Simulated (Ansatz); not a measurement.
Reaction (formal exchange of groups at a C–C bond): `BC(C)B[SiH3]` + SiH₄ → `BC([SiH3])B[SiH3]` + CH₄

Gas-phase electronic energies from Ansatz, PBE0-D4/def2-TZVP geometries. CCSD(T)/CBS adds triple-zeta CCSD(T) − MP2 to the extrapolated MP2 energy (def2 sets, frozen cores). This one scheme is used for every species. DFT in def2-TZVPP. B3LYP here is the variant with VWN-RPA as its local correlation; programs differ in this. Each species was taken in one conformer, which may not be the lowest.

`BC(C)B[SiH3]`:

```xyz
15

B    -1.472    0.681   -0.095
C    -0.116    0.390    0.610
C    -0.093    0.421    2.130
B     0.485   -0.806   -0.149
Si    1.022   -0.752   -2.091
H    -2.441    0.945    0.558
H    -1.551    0.705   -1.290
H     0.334    1.303    0.146
H     0.926    0.468    2.519
H    -0.550   -0.486    2.531
H    -0.646    1.275    2.530
H     0.590   -1.853    0.434
H     0.978    0.615   -2.684
H     2.410   -1.275   -2.252
H     0.125   -1.631   -2.898
```

SiH₄:

Cartesian coordinates in Å:
```
Si 0.000 0.000 0.000
H -1.396 -0.381 0.333
H 0.286 1.353 0.540
H 0.172 0.010 -1.475
H 0.938 -0.982 0.601
```

`BC([SiH3])B[SiH3]`:

```xyz
15

B    -0.995   -0.191   -1.627
C     0.378    0.288   -1.153
Si    0.131    1.719    0.090
B     0.996   -0.535    0.003
Si   -0.062   -1.475    1.453
H    -1.259   -0.243   -2.793
H    -1.815   -0.544   -0.828
H     1.081    0.632   -1.913
H     1.036    1.499    1.263
H    -1.261    1.814    0.581
H     0.563    2.968   -0.581
H     2.190   -0.656    0.032
H    -0.386   -2.847    0.963
H     0.747   -1.617    2.695
H    -1.344   -0.811    1.815
```

CH₄:

```xyz
5

C     0.000    0.000    0.000
H     0.717   -0.659   -0.489
H     0.433    0.389    0.921
H    -0.907   -0.558    0.232
H    -0.243    0.828   -0.665
```

CCSD(T)/CBS gives -87.2 kJ/mol.

(1) Another level gave -90.9 kJ/mol. Which?
A. B3LYP/def2-TZVPP
B. B2PLYP/def2-TZVPP
C. ωB97M-V/def2-TZVPP
D. MP2/def2-TZVPP

Largest T1 diagnostic among the species: 0.013.

Results:

(1) D. MP2/def2-TZVPP -90.9, B2PLYP -79.4, ωB97M-V -86.6, B3LYP -72.9 kJ/mol.

In def2-TZVPP, CCSD(T) changes the Hartree–Fock value by −25.3 kJ/mol (the triples alone add −4.7 kJ/mol) and MP2 by −32.0 kJ/mol. The D4 term adds −9.9 kJ/mol with B3LYP and −5.2 kJ/mol with PBE0; it sums over pairs of atoms, weighted by their polarisabilities, and B3LYP, whose exchange is more repulsive, gets the larger term.
